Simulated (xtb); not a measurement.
H3AlO3 (SMILES [OH][Al]([OH])[OH]), singlet, from a rough starting geometry (GFN-xTB shapes and energies of metal compounds can be far from the true ones); GFN2-xTB run with xtb 6.7.1.

Here is a job for xtb.
```
$ xtb mol.xyz --gfn 2 --opt vtight --json

# file mol.xyz
7

Al     0.01830733     0.03211314    -0.00899242
O     -1.04580260    -1.20964949     0.09722424
H     -1.94104668    -1.39808622    -0.29492859
O     -0.30611429     1.35612936    -0.93544173
H      0.04800285     2.11222158    -1.10560027
O      1.37687395    -0.05964468     0.85341693
H      1.79643718    -0.70413832     1.43479257
```

The log (banner, timings and long lists left out):

```
   ID    Z sym.   atoms
    1   13 Al     1
    2    8 O      2, 4, 6
    3    1 H      3, 5, 7

           -------------------------------------------------
          |                Calculation Setup                |
           -------------------------------------------------

           -------------------------------------------------
          |                 G F N 2 - x T B                 |
           -------------------------------------------------

          ...................................................
          :                      SETUP                      :
          :.................................................:
          :  # basis functions                  25          :
          :  # atomic orbitals                  24          :
          :  # shells                           12          :
          :  # electrons                        24          :
          :  max. iterations                   250          :
          :  Hamiltonian                  GFN2-xTB          :
          :  restarted?                      false          :
          :  GBSA solvation                  false          :
          :  PC potential                    false          :
          :  electronic temp.          300.0000000     K    :
          :  accuracy                    1.0000000          :
          :  -> integral cutoff          0.2500000E+02      :
          :  -> integral neglect         0.1000000E-07      :
          :  -> SCF convergence          0.1000000E-05 Eh   :
          :  -> wf. convergence          0.1000000E-03 e    :
          :  Broyden damping             0.4000000          :
          :  net charge                          0          :
          :  unpaired electrons                  0          :
          ...................................................

 iter      E             dE          RMSdq      gap      omega  full diag
   1    -15.0541178 -0.150541E+02  0.133E+01    6.53       0.0  T
   2    -15.0787816 -0.246638E-01  0.662E+00    6.59       1.0  T
   3    -15.0834961 -0.471447E-02  0.141E+00    5.66       1.0  T
   4    -15.0888241 -0.532804E-02  0.623E-01    6.00       1.0  T
   5    -15.0888873 -0.631568E-04  0.165E-01    6.16       1.0  T
   6    -15.0890758 -0.188472E-03  0.856E-02    6.08       1.0  T
   7    -15.0890850 -0.925937E-05  0.473E-02    6.09       1.0  T
   8    -15.0890863 -0.124244E-05  0.603E-03    6.09       6.3  T
   9    -15.0890864 -0.113148E-06  0.170E-03    6.10      22.3  T
[...]
 * total energy  :   -14.9723930 Eh     change       -0.9335240E-05 Eh
 * total energy  :   -14.9723986 Eh     change       -0.5541099E-05 Eh
 * total energy  :   -14.9724044 Eh     change       -0.5812156E-05 Eh
 * total energy  :   -14.9724069 Eh     change       -0.2515768E-05 Eh
 * total energy  :   -14.9724089 Eh     change       -0.2060523E-05 Eh
 * total energy  :   -14.9724105 Eh     change       -0.1503540E-05 Eh
 * total energy  :   -14.9724110 Eh     change       -0.5022110E-06 Eh
 * total energy  :   -14.9724112 Eh     change       -0.2223073E-06 Eh
 * total energy  :   -14.9724114 Eh     change       -0.1985828E-06 Eh
 * total energy  :   -14.9724116 Eh     change       -0.2018164E-06 Eh
 * total energy  :   -14.9724117 Eh     change       -0.1052007E-06 Eh
 * total energy  :   -14.9724117 Eh     change       -0.3401211E-07 Eh
   *** GEOMETRY OPTIMIZATION CONVERGED AFTER 18 ITERATIONS ***
         :: total energy             -14.972411716842 Eh    ::
[...]
                  HL-Gap            0.2166417 Eh            5.8951 eV
             Fermi-level           -0.3466640 Eh           -9.4332 eV

     #   Z          covCN         q      C6AA      α(0)
     1  13 Al       2.214     0.450   123.567    24.885
     2   8 O        1.541    -0.466    22.260     6.365
     3   1 H        0.809     0.316     0.673     1.289
     4   8 O        1.541    -0.466    22.260     6.365
     5   1 H        0.809     0.316     0.673     1.289
     6   8 O        1.541    -0.466    22.260     6.365
     7   1 H        0.809     0.316     0.673     1.289

 Mol. C6AA /au·bohr⁶  :        727.051721
 Mol. C8AA /au·bohr⁸  :      30968.362828
 Mol. α(0) /au        :         47.845001

Wiberg/Mayer (AO) data.
largest (>0.10) Wiberg bond orders for each atom

 ---------------------------------------------------------------------------
     #   Z sym  total        # sym  WBO       # sym  WBO       # sym  WBO
 ---------------------------------------------------------------------------
     1  13 Al   4.035 --     4 O    1.320     2 O    1.320     6 O    1.320
     2   8 O    2.272 --     1 Al   1.320     3 H    0.864
     3   1 H    0.900 --     2 O    0.864
     4   8 O    2.272 --     1 Al   1.320     5 H    0.864
     5   1 H    0.900 --     4 O    0.864
     6   8 O    2.272 --     1 Al   1.320     7 H    0.864
     7   1 H    0.900 --     6 O    0.864
 ---------------------------------------------------------------------------

Topologies differ in total number of bonds
Writing topology from bond orders to xtbtopo.mol

molecular dipole:
                 x           y           z       tot (Debye)
 q only:       -0.000      -0.001      -0.001
   full:       -0.000      -0.001      -0.001       0.004
molecular quadrupole (traceless):
                xx          xy          yy          xz          yz          zz
 q only:        0.626       0.902       0.673       1.623      -1.595      -1.299
  q+dip:        0.862       1.245       0.928       2.238      -2.198      -1.790
   full:        0.386       0.553       0.419       0.998      -0.988      -0.805

optimized geometry written to: xtbopt.xyz

           -------------------------------------------------
          | TOTAL ENERGY              -14.972411716842 Eh   |
          | GRADIENT NORM               0.000051625406 Eh/α |
          | HOMO-LUMO GAP               5.895119813930 eV   |
           -------------------------------------------------

normal termination of xtb
```
